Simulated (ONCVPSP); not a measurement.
oxygen: ONCV pseudisation with PBE, scalar-relativistic reference atom.

- Element: oxygen
- Generator: ONCVPSP 4.0.1
- Type: optimised norm-conserving Vanderbilt (ONCV)
- Functional: PBE
- Relativity: scalar-relativistic
- Frozen core: [He]
- Valence charge: 6
- Reference configuration: 2s2 2p4
- Partial waves: 2s: rc 0.70 bohr, ncon 4, nbas 7, qcut 9.5 1/bohr, 2 projectors, debl 2.6 Ha; 2p: rc 1.35 bohr, ncon 3, nbas 7, qcut 11.5 1/bohr, 3 projectors, debl 3.1 Ha
- Local potential: polynomial inside 0.50 bohr (lpopt 5, dvloc0 6 Ha)
- Core correction: none

All-electron outer shells of the reference configuration (PBE, scalar-relativistic, ld1.x):

| shell | level (eV) | outermost node (bohr) | outermost maximum (bohr) |
| --- | --- | --- | --- |
| 1s | -514.70 | – | 0.13 |
| 2s | -23.96 | 0.28 | 0.87 |
| 2p | -9.03 | – | 0.82 |

(1) Estimate the cutoffs (Ha) at which the residual kinetic energy of the hardest occupied pseudo-wave falls to 1 and 0.1 mHa per electron.

(2) What does a ghost test show?

(3) Tests: 2s2 2p3; 2s2 2p2; 2s2 2p1; 2s0 2p6. Which has the largest error in its energy relative to the reference configuration, and how large is it?

## Answers

(1) 42 Ha and 77 Ha.

(2) No bound ghost flagged; no localised positive-energy state flagged.

(3) 2s2 2p1, with +424 meV (all-electron minus pseudo) on +103.89 eV.
